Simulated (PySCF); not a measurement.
Hg⁷¹⁺ (mercury, charge +71) across methods

[He] 2s2 2p5, 2P determinant. All numbers are calculated (PySCF 2.14, the non-relativistic Hamiltonian (point nucleus), in an even-tempered Gaussian basis (17 s from 51 bohr⁻², ratio 2.2; 10 p from 66 bohr⁻², ratio 2.2; 5 d from 260 bohr⁻², ratio 2.4; 5 f from 390 bohr⁻², ratio 2.4; 4 g from 580 bohr⁻², ratio 2.4)).

```tsv
method	E (hartree)	mean ε 2s β (eV)	mean ε 2p α (eV)	mean ε 2p β (eV)	Σ⟨r²⟩ (bohr²)	⟨S²⟩
B3LYP	-11440.03	-18877.5	-18557.7	-18526.8	0.04118	0.750
LDA	-11431.31	-18832.2	-18514.6	-18482.4	0.04121	0.750
r2SCANh	-11440.80	-18878.4	-18558.7	-18526.9	0.04116	0.750
PBE	-11439.68	-18842.1	-18521.1	-18491.6	0.04119	0.750
r2SCAN	-11440.80	-18863.0	-18543.1	-18511.7	0.04116	0.750
UHF	-11440.45029	-19015.9	-18697.9	-18661.6	0.04115	0.750
PBE0	-11439.97	-18886.0	-18565.7	-18534.5	0.04118	0.750
```

A non-relativistic calculation at this Z misses sizeable relativistic shifts. Spin-orbit coupling, absent here, splits the open shell strongly.
